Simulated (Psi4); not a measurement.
BCl, charge +1, doublet, at a GFN2-xTB geometry (the spin is typed, not shown lowest); PBE/aug-cc-pVDZ run with Psi4 1.11.

The Psi4 input:
```
memory 2 GB

molecule mol {
1 2
B    -0.000000   -0.000000   -1.165988
Cl    0.000000    0.000000    0.342938
}

set {
  basis aug-cc-pvdz
  reference uks
}

energy('pbe')
print_variables()
```

Output, abridged:

```
   => Loading Basis Set <=

    Name: AUG-CC-PVDZ
    Role: ORBITAL
    Keyword: BASIS

         ---------------------------------------------------------
                                   SCF
               by Justin Turney, Rob Parrish, Andy Simmonett
                          and Daniel G. A. Smith
                              UKS Reference
         ---------------------------------------------------------

  ==> Geometry <==

    Molecular point group: c2v
    Full point group: C_inf_v

    Geometry (in Angstrom), charge = 1, multiplicity = 2:

       Center              X                  Y                   Z               Mass
    ------------   -----------------  -----------------  -----------------  -----------------
         B            0.000000000000     0.000000000000    -1.147619070643    11.009305360000
         CL           0.000000000000     0.000000000000     0.361306929357    34.968852682000

  Running in c2v symmetry.

  Rotational constants: A = ************  B =      0.88424  C =      0.88424 [cm^-1]
  Rotational constants: A = ************  B =  26508.89245  C =  26508.89245 [MHz]
  Nuclear repulsion =   29.809323258363897

  Charge       = 1
  Multiplicity = 2
  Electrons    = 21
  Nalpha       = 11
  Nbeta        = 10

  ==> Algorithm <==

  SCF Algorithm Type is DF.
  DIIS enabled.
  MOM disabled.
  Fractional occupation disabled.
  Guess Type is SAD.
  Energy threshold   = 1.00e-06
  Density threshold  = 1.00e-06
  Integral threshold = 1.00e-12

  ==> Primary Basis <==

  Basis Set: AUG-CC-PVDZ
    Blend: AUG-CC-PVDZ
    Number of shells: 20
    Number of basis functions: 50
    Number of Cartesian functions: 54
    Spherical Harmonics?: true
    Max angular momentum: 2

  ==> DFT Potential <==

   => LibXC <=

    Version 7.1.2
    S. Lehtola, C. Steigemann, M. J. T. Oliveira, and M. A. L. Marques,  SoftwareX 7, 1–5 (2018) (10.1016/j.softx.2017.11.002)

   => Composite Functional: PBE <=

    PBE GGA Exchange-Correlation Functional

    J.P. Perdew et. al., Phys. Rev. Lett., 77(18), 3865-3868, 1996

    Deriv               =              1
    GGA                 =           TRUE
    Meta                =          FALSE

    Exchange Hybrid     =          FALSE
    MP2 Hybrid          =          FALSE

   => Exchange Functionals <=

    1.0000     XC_GGA_X_PBE

   => Correlation Functionals <=

    1.0000     XC_GGA_C_PBE

   => LibXC Density Thresholds  <==

    XC_GGA_C_PBE:  1.00E-12
    XC_GGA_X_PBE:  1.00E-15

   => Molecular Quadrature <=

    Radial Scheme          =       TREUTLER
    Pruning Scheme         =           NONE
    Nuclear Scheme         =       TREUTLER

    Blocking Scheme        =         OCTREE
    BS radius alpha        =              1
    Pruning alpha          =              1
    Radial Points          =             75
    Spherical Points       =            302
    Total Points           =          44638
    Total Blocks           =            426
    Max Points             =            254
    Max Functions          =             50
    Weights Tolerance      =       1.00E-15

   => Loading Basis Set <=

    Name: (AUG-CC-PVDZ AUX)
    Role: JKFIT
    Keyword: DF_BASIS_SCF

  ==> Integral Setup <==

  SCF_SUBTYPE=INCORE selected. In-core MEM_DF algorithm will be used.
  Using in-core AOs.

  ==> MemDFJK: Density-Fitted J/K Matrices <==

    J tasked:                   Yes
    K tasked:                    No
    wK tasked:                   No
    Algorithm:                 Core
    Schwarz Cutoff:           1E-12
    Mask sparsity (%):       0.0000
    Fitting Condition:        1E-10

   => Auxiliary Basis Set <=

  Basis Set: (AUG-CC-PVDZ AUX)
    Blend: AUG-CC-PVDZ-JKFIT
    Number of shells: 68
    Number of basis functions: 214
    Number of Cartesian functions: 251
    Spherical Harmonics?: true
    Max angular momentum: 3

  Minimum eigenvalue in the overlap matrix is 2.0558287255E-03.
  Reciprocal condition number of the overlap matrix is 4.8862873950E-04.
    Using symmetric orthogonalization.

  ==> Pre-Iterations <==

  SCF Guess: Superposition of Atomic Densities via on-the-fly atomic UHF (no occupation information).

   -------------------------
    Irrep   Nso     Nmo
   -------------------------
     A1        24      24
     A2         4       4
     B1        11      11
     B2        11      11
   -------------------------
    Total      50      50
   -------------------------

  ==> Iterations <==

                           Total Energy        Delta E     RMS |[F,P]|

   @DF-UKS iter SAD:  -484.69500761302152   -4.84695e+02   0.00000e+00
   @DF-UKS iter   1:  -484.35198069213681    3.43027e-01   8.24966e-03 DIIS/ADIIS
   @DF-UKS iter   2:  -484.29905316018414    5.29275e-02   1.25984e-02 DIIS/ADIIS
   @DF-UKS iter   3:  -484.38636639835693   -8.73132e-02   2.73365e-03 DIIS/ADIIS
   @DF-UKS iter   4:  -484.38986302847212   -3.49663e-03   5.65083e-04 DIIS/ADIIS
   @DF-UKS iter   5:  -484.39003429048807   -1.71262e-04   4.61314e-05 DIIS
   @DF-UKS iter   6:  -484.39003691604950   -2.62556e-06   1.05989e-05 DIIS
   @DF-UKS iter   7:  -484.39003716350351   -2.47454e-07   2.60581e-06 DIIS
   @DF-UKS iter   8:  -484.39003716980073   -6.29723e-09   4.38098e-07 DIIS
  Energy and wave function converged.

  ==> Post-Iterations <==

   Electrons on quadrature grid:
      Nalpha   =   11.0000004050 ; deviation = 4.050e-07
      Nbeta    =   10.0000004350 ; deviation = 4.350e-07
      Ntotal   =   21.0000008400 ; deviation = 8.400e-07

   @Spin Contamination Metric:   7.400456188E-03
   @S^2 Expected:                7.500000000E-01
   @S^2 Observed:                7.574004562E-01
   @S   Expected:                5.000000000E-01
   @S   Observed:                5.000000000E-01

    Orbital Energies [Eh]
    ---------------------

    Alpha Occupied:

       1A1  -101.045527     2A1    -9.548831     3A1    -7.369495
       1B2    -7.363769     1B1    -7.363769     4A1    -6.977159
       5A1    -1.153797     6A1    -0.778572     2B1    -0.665518
       2B2    -0.665518     7A1    -0.580675

    Alpha Virtual:

       3B1    -0.401773     3B2    -0.401773     8A1    -0.180615
       9A1    -0.158337     4B2    -0.127433     4B1    -0.127433
      10A1    -0.112348     1A2    -0.089834    11A1    -0.089833
      12A1    -0.075406     5B1    -0.049415     5B2    -0.049415
      13A1    -0.011190     6B2     0.003781     6B1     0.003781
      14A1     0.061399     2A2     0.093292    15A1     0.093292
       7B1     0.096137     7B2     0.096137    16A1     0.126184
       8B2     0.186111     8B1     0.186111    17A1     0.247492
       9B1     0.498161     9B2     0.498161     3A2     0.501024
      18A1     0.501024    19A1     0.522442    10B1     0.640392
      10B2     0.640392    20A1     0.682841    21A1     0.726281
       4A2     0.808763    22A1     0.808763    11B1     0.939395
      11B2     0.939395    23A1     1.107640    24A1     1.241957

    Beta Occupied:

       1A1  -101.045443     2A1    -9.548724     3A1    -7.368212
       1B2    -7.364249     1B1    -7.364249     4A1    -6.960435
       5A1    -1.151105     6A1    -0.770904     2B1    -0.662108
       2B2    -0.662108

    Beta Virtual:

       7A1    -0.458507     3B1    -0.356979     3B2    -0.356979
       8A1    -0.170192     9A1    -0.146519     4B2    -0.120361
       4B1    -0.120361    10A1    -0.087891     1A2    -0.079414
      11A1    -0.079414    12A1    -0.044876     5B1    -0.044270
       5B2    -0.044270    13A1    -0.009184     6B2     0.039895
       6B1     0.039895    14A1     0.099161     2A2     0.104526
      15A1     0.104526     7B1     0.116184     7B2     0.116184
      16A1     0.152992     8B2     0.204399     8B1     0.204399
      17A1     0.298485     9B1     0.504297     9B2     0.504297
      18A1     0.535522     3A2     0.550483    19A1     0.550483
      10B1     0.698026    10B2     0.698026    20A1     0.727280
      21A1     0.740026     4A2     0.808469    22A1     0.808470
      11B1     0.959209    11B2     0.959209    23A1     1.148990
      24A1     1.259877

    Final Occupation by Irrep:
             A1    A2    B1    B2
    DOCC [     6,    0,    2,    2 ]
    SOCC [     1,    0,    0,    0 ]
    NA   [     7,    0,    2,    2 ]
    NB   [     6,    0,    2,    2 ]

  @DF-UKS Final Energy:  -484.39003716980073

   => Energetics <=

    Nuclear Repulsion Energy =             29.8093232583638965
    One-Electron Energy =                -719.4816316754404397
    Two-Electron Energy =                 237.0504426899929058
    DFT Exchange-Correlation Energy =     -31.7681714427170334
    Empirical Dispersion Energy =           0.0000000000000000
    VV10 Nonlocal Energy =                  0.0000000000000000
    Total Energy =                       -484.3900371698007348

  UHF NO Occupations:
  HONO-2 :    2 B1 1.9981686
  HONO-1 :    2 B2 1.9981686
  HONO-0 :    7 A1 1.0000000
  LUNO+0 :    3 B2 0.0018314
  LUNO+1 :    3 B1 0.0018314
  LUNO+2 :    8 A1 0.0000299
  LUNO+3 :    9 A1 0.0000104

Computation Completed

Properties will be evaluated at   0.000000,   0.000000,   0.000000 [a0]

Properties computed using the SCF density matrix

 Multipole Moments:

 ------------------------------------------------------------------------------------
     Multipole            Electronic (a.u.)      Nuclear  (a.u.)        Total (a.u.)
 ------------------------------------------------------------------------------------

 L = 1.  Multiply by 2.5417464519 to convert [e a0] to [Debye]
 Dipole X            :          0.0000000            0.0000000            0.0000000
 Dipole Y            :          0.0000000            0.0000000            0.0000000
 Dipole Z            :         -1.5862831            0.7636807           -0.8226024
 Magnitude           :                                                    0.8226024

 ------------------------------------------------------------------------------------

  Variable Map:
  ----------------------------------------------------------------------------
  "CURRENT ENERGY"              =>    -484.390037169801
  "CURRENT REFERENCE ENERGY"    =>    -484.390037169801
  "DD SOLVATION ENERGY"         =>       0.000000000000
  "DFT FUNCTIONAL TOTAL ENERGY" =>    -484.390037169801
  "DFT TOTAL ENERGY"            =>    -484.390037169801
  "DFT VV10 ENERGY"             =>       0.000000000000
  "DFT XC ENERGY"               =>     -31.768171442717
  "GRID ELECTRONS ALPHA"        =>      11.000000405000
  "GRID ELECTRONS BETA"         =>      10.000000435041
  "GRID ELECTRONS TOTAL"        =>      21.000000840040
  "NUCLEAR REPULSION ENERGY"    =>      29.809323258364
  "ONE-ELECTRON ENERGY"         =>    -719.481631675440
  "PCM POLARIZATION ENERGY"     =>       0.000000000000
  "PE ENERGY"                   =>       0.000000000000
  "SCF ITERATION ENERGY"        =>    -484.390037169801
  "SCF ITERATIONS"              =>       8.000000000000
  "SCF TOTAL ENERGY"            =>    -484.390037169801
  "TWO-ELECTRON ENERGY"         =>     237.050442689993
  "XC GRID RADIAL POINTS"       =>      75.000000000000
  "XC GRID SPHERICAL POINTS"    =>     302.000000000000
  "XC GRID TOTAL POINTS"        =>   44638.000000000000

  Array Variable Map:
  ----------------------------------------------------------------------------
  "CURRENT DIPOLE"              =>       0.000000000000 ... -0.822602382591 1 by 3
  "SCF DIPOLE"                  =>       0.000000000000 ... -0.822602382591 1 by 3
  "SCF TOTAL ENERGIES"          =>    -484.695007613022 ... -484.390037169801 1 by 9
```
